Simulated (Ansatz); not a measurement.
Reaction: CH6SSi (SMILES CS[SiH3]) → CH5SSi (SMILES [CH2]S[SiH3], doublet) + H (doublet) (the C-H bond breaks)
Each species at its own B3LYP-D3(BJ)/def2-TZVP minimum (Ansatz, a quantum-chemistry and plane-wave program).

Total energies in hartree (Ansatz). Open shells are spin-unrestricted; no spin-orbit coupling. Correlated methods leave the cores frozen. No relativity. Where a partner has so few electrons that a lower coupled-cluster level is exact, that level stands in.

```tsv
species	HF/cc-pV(T+d)Z	CCSD(T)/cc-pV(T+d)Z	HF/cc-pV(Q+d)Z	CCSD(T)/cc-pV(Q+d)Z	CCSD(T)/cc-pV(D+d)Z	CCSDT(Q)/cc-pV(D+d)Z
1: CH6SSi (methylsulfanylsilane, SMILES CS[SiH3])	-727.89316	-728.45100	-727.90295	-728.49399	-728.30373	-728.30567
2: CH5SSi (SMILES [CH2]S[SiH3], doublet)	-727.26559	-727.78813	-727.27551	-727.83019	-727.64588	-727.64801
3: H (doublet)	-0.49981	-0.49981	-0.49995	-0.49995	-0.49928	-0.49928
```

**Question.** Work out the bond dissociation energy (electronic) in kcal/mol: take Hartree-Fock from cc-pV(Q+d)Z, extrapolate the CCSD(T) correlation energy as X^-3 (X = 3, 4), and add CCSDT(Q) - CCSD(T) in cc-pV(D+d)Z. 1 hartree = 627.51 kcal/mol.

**Answer.** 
Species 1: correlation (64·(-0.59104) - 27·(-0.55784))/37 = -0.61527; step -0.00194; E1 = -727.90295 + (-0.61527) + (-0.00194) = -728.52016
Species 2: correlation (64·(-0.55468) - 27·(-0.52254))/37 = -0.57813; step -0.00213; E2 = -727.27551 + (-0.57813) + (-0.00213) = -727.85577
Species 3: correlation (64·(0.00000) - 27·(0.00000))/37 = 0.00000; step +0.00000; E3 = -0.49995 + (0.00000) + (+0.00000) = -0.49995
-1·E1 +1·E2 +1·E3 = 0.16444 hartree = 103.2 kcal/mol.
